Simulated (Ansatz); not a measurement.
System: dimethylgermane, C2H8Ge (charge 0, singlet). SMILES: [CH3][GeH2][CH3]
Geometry from a B3LYP-D3(BJ)/def2-TZVP (Ansatz, a first-principles code) optimisation:
```xyz
11

C     -1.6139    -0.6614    -0.3459
Ge    -0.0001     0.3466     0.1540
C      1.6143    -0.6993    -0.2587
H     -2.5123    -0.0876    -0.1198
H     -1.6027    -0.8833    -1.4132
H     -1.6548    -1.6019     0.2040
H     -0.0371     0.6692     1.6643
H      0.0365     1.6837    -0.6189
H      1.6033    -1.6402     0.2920
H      2.5123    -0.1466     0.0158
H      1.6554    -0.9216    -1.3253
```

Property: vertical triplet-singlet gap, E(triplet) - E(singlet), in eV. Set-up: LANL2DZ with its own core potentials from Na on; non-relativistic; each state is the SCF solution reached for its charge and spin; frozen cores in correlated levels (noble-gas shells and the d and f shells of earlier blocks); no dispersion term unless named; UHF or UKS for open shells; no spin-orbit coupling; six Cartesian d functions in 6-31G* and its kin unless marked 5d. First-principles rows: single points at B3LYP-D3(BJ) geometries (Ansatz). Levels can end on unlike triplets.

```json
[
 {"level": "HF/6-31G*", "program": "Ansatz", "vertical triplet-singlet gap, E(triplet) - E(singlet) (eV)": "8.21"},
 {"level": "HF/6-31G* with LANL2DZ past Ar", "program": "Ansatz", "vertical triplet-singlet gap, E(triplet) - E(singlet) (eV)": "8.36"},
 {"level": "PBE/6-31G*", "program": "Ansatz", "vertical triplet-singlet gap, E(triplet) - E(singlet) (eV)": "7.69"},
 {"level": "PBE/6-31G* with LANL2DZ past Ar", "program": "Ansatz", "vertical triplet-singlet gap, E(triplet) - E(singlet) (eV)": "7.89"},
 {"level": "B3LYP/STO-3G", "program": "Ansatz", "vertical triplet-singlet gap, E(triplet) - E(singlet) (eV)": "10.64"},
 {"level": "B3LYP/3-21G", "program": "Ansatz", "vertical triplet-singlet gap, E(triplet) - E(singlet) (eV)": "8.32"},
 {"level": "B3LYP/6-31G*", "program": "Ansatz", "vertical triplet-singlet gap, E(triplet) - E(singlet) (eV)": "7.94"},
 {"level": "B3LYP/6-31G* with LANL2DZ past Ar", "program": "Ansatz", "vertical triplet-singlet gap, E(triplet) - E(singlet) (eV)": "8.17"},
 {"level": "MP2/6-31G* with LANL2DZ past Ar", "program": "Ansatz", "vertical triplet-singlet gap, E(triplet) - E(singlet) (eV)": "8.67"},
 {"level": "PBE0/def2-TZVPD", "program": "Ansatz", "vertical triplet-singlet gap, E(triplet) - E(singlet) (eV)": "7.47"},
 {"level": "wB97M-V/def2-TZVPD", "program": "Ansatz", "vertical triplet-singlet gap, E(triplet) - E(singlet) (eV)": "7.84"},
 {"level": "wB97X-V/def2-TZVPD", "program": "Ansatz", "vertical triplet-singlet gap, E(triplet) - E(singlet) (eV)": "7.93"}
]
```

No value to compare with is used here. The 9 habitual levels span 7.69 (PBE/6-31G*) to 10.64 eV (B3LYP/STO-3G); PBE0/def2-TZVPD gives 7.47.

The levels are drawn from those run, B3LYP/6-31G* more often than the rest, none by its result; left out are runs that failed, that the program found above a lower state of the same kind, or whose <S^2> lies over 0.5 above the pure value.
